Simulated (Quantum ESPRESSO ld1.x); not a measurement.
Values are calculated unless marked as measured or tabulated.
All-electron atom: the praseodymium ion Pr9+ in [Kr] 4d8 4f4 5s2 (not the ground configuration). Code: ld1.x of Quantum ESPRESSO 7.5. Model: Dirac Kohn-Sham, B86b exchange with PBE correlation, spin-unpolarised, spherical densities, point nucleus; open shells are shared between the two j in proportion to 2j + 1.

Normalised radial functions P(r) = r R(r) (large component), r in bohr:

```
   r/bohr * 4p1/2 (the largest magnitude, 1.44, reaches the edge; | marks zero)
 0.002186                             *
  0.00287                             *
 0.003737                             |*
 0.004905                             |*
 0.006438                             |*
 0.008383                             | *
    0.011                             |  *
  0.01444                             |   *
  0.01881                             |    *
  0.02469                             |      *
   0.0324                             |        *
  0.04219                             |         *
  0.05538                             |         *
  0.07269                             |       *
  0.09465                             | *
   0.1242                      *      |
   0.1631               *             |
   0.2123              *              |
   0.2787                       *     |
   0.3658                             |         *
   0.4802                             |                       *
   0.6253                             |                          *
   0.8207                             |                   *
    1.077                             |        *
    1.403                             |  *
    1.841                             *
    2.417                             *
    3.147                             *
    4.131                             *
```

4p1/2: eigenvalue -363.20 eV, 2 radial nodes at r = 0.101, 0.312 bohr, <r> = 0.634 bohr, 90 % of the charge inside 0.921 bohr.
